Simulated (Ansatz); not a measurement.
Reaction (formal exchange of groups at a B–N bond): `NBCl` + `B[SeH]` → `ClBB[SeH]` + NH₃

Isolated molecules relaxed with PBE0-D4/def2-TZVP in Ansatz; ΔE leaves out vibrations. CCSD(T)/CBS adds triple-zeta CCSD(T) − MP2 to the extrapolated MP2 energy (def2 sets, frozen cores). This one scheme is used for every species. DFT in def2-TZVPP. For Se outer-core shells are correlated without core-valence functions, which leaves a few kJ/mol of doubt a bond. Scalar relativity is left out up to krypton. One conformer a species, not always the lowest.

`NBCl`:

```xyz
6

N     0.570   -0.332   -0.387
B    -0.491    0.347    0.183
Cl   -0.929    0.035    1.867
H     0.851   -0.184   -1.340
H     1.121   -1.010    0.113
H    -1.123    1.144   -0.436
```

`B[SeH]`:

```xyz
5

B    -0.389   -0.494    0.107
Se    0.142    1.096   -0.784
H     0.270   -0.956    0.982
H    -1.409   -0.981   -0.268
H     1.385    1.334   -0.037
```

`ClBB[SeH]`:

Z-matrix (Å, degrees):
```
B
B 1 1.665
Cl 1 1.749 2 119.6
H 1 1.196 2 124.7 3 -178.3
Se 2 1.905 1 120.7 3 -88.3
H 2 1.195 1 121.7 3 92.3
H 5 1.470 2 97.7 1 -179.6
```

NH₃:

Cartesian coordinates in Å:
```
N -0.139 -0.064 -0.236
H -0.605 0.666 0.289
H -0.055 -0.864 0.378
H 0.799 0.262 -0.430
```

```tsv
level	ΔE (kJ/mol)
revPBE-D4	137.9
HF/def2-SVP	171.2
CCSD/def2-TZVPP	148.0
SCS-MP2/def2-QZVPP	151.1
```

What does CCSD(T)/CBS give? (Best estimate.)

The calculation gave: +145.2 kJ/mol. The listed levels differ from it by -7.3, 26.0, 2.8, 5.9 kJ/mol.

Largest T1 diagnostic among the species: 0.014.

From PBE to PBE0 (25 % exact exchange), in def2-TZVPP and without D4, ΔE moves by +3.2 kJ/mol. In def2-TZVPP, CCSD(T) changes the Hartree–Fock value by −11.4 kJ/mol (the triples alone add −1.1 kJ/mol) and MP2 by −6.6 kJ/mol. At CCSD(T), def2-SVP lies +18.4 kJ/mol from the extrapolated value and def2-TZVPP +1.8 kJ/mol.
